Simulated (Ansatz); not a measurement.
Molecule: C2H7O2Si (charge 0, doublet). It need not be the lowest isomer of its formula. 
Coordinates optimised at B3LYP-D3(BJ)/def2-TZVP (Ansatz, a first-principles code):
SMILES: C[Si](C)([O])O
```xyz
12

C      1.5812    -0.8368     0.3387
Si    -0.0304     0.0560    -0.0501
C     -1.5452    -0.8276     0.5735
O      0.0272     0.0758    -1.7036
O     -0.0833     1.5522     0.6400
H      1.5690    -1.8574    -0.0422
H      2.4401    -0.3157    -0.0842
H      1.6886    -0.8605     1.4264
H     -2.4507    -0.3228     0.2347
H     -1.5658    -1.8571     0.2150
H     -1.5486    -0.8322     1.6652
H      0.5250     2.2242     0.3221
```
Charge 0, spin multiplicity 2.

Total electronic energies in hartree. Cores are frozen in the correlated levels unless marked. UHF or UKS for open shells. No spin-orbit coupling. Non-relativistic. Basis-set limits of correlation are two-point, X^-3; Hartree-Fock from the larger set.

```json
[
 {"level": "PBE-D4/def2-TZVPD", "program": "Ansatz + dftd4", "energy (Eh)": "-520.10379"},
 {"level": "PBE0/def2-TZVPD", "program": "Ansatz", "energy (Eh)": "-520.13773"},
 {"level": "PBE0/def2-QZVPP", "program": "Ansatz", "energy (Eh)": "-520.16295"},
 {"level": "HSE06-D4/def2-TZVPD", "program": "Ansatz + dftd4", "energy (Eh)": "-520.12625"},
 {"level": "LC-wPBE-D3(BJ)/def2-TZVPD", "program": "Ansatz + dftd3", "energy (Eh)": "-520.30107"},
 {"level": "B2GP-PLYP-D4/def2-TZVPD", "program": "Ansatz + dftd4", "energy (Eh)": "-520.14134"},
 {"level": "RPA@PBE/cc-pV(T+d)Z", "program": "Ansatz", "energy (Eh)": "-520.09431"},
 {"level": "MP2/CBS(cc-pV(T+d)Z,cc-pV(Q+d)Z)", "program": "Ansatz", "energy (Eh)": "-519.6977"},
 {"level": "SCS-MP2/cc-pVTZ", "program": "Ansatz", "energy (Eh)": "-519.54890"},
 {"level": "CCSD/6-31G*", "program": "Ansatz", "energy (Eh)": "-519.22685"},
 {"level": "CCSD/cc-pV(D+d)Z", "program": "Ansatz", "energy (Eh)": "-519.32453"},
 {"level": "CCSD/cc-pV(T+d)Z", "program": "Ansatz", "energy (Eh)": "-519.60669"},
 {"level": "CCSD/cc-pVTZ", "program": "Ansatz", "energy (Eh)": "-519.59989"},
 {"level": "CCSD(T)/cc-pV(D+d)Z", "program": "Ansatz", "energy (Eh)": "-519.34311"},
 {"level": "CCSD(T)/CBS(cc-pV(T+d)Z,cc-pV(Q+d)Z)", "program": "Ansatz", "energy (Eh)": "-519.7723"}
]
```

Totals of different functionals don't rank their quality; only differences between species are comparable.
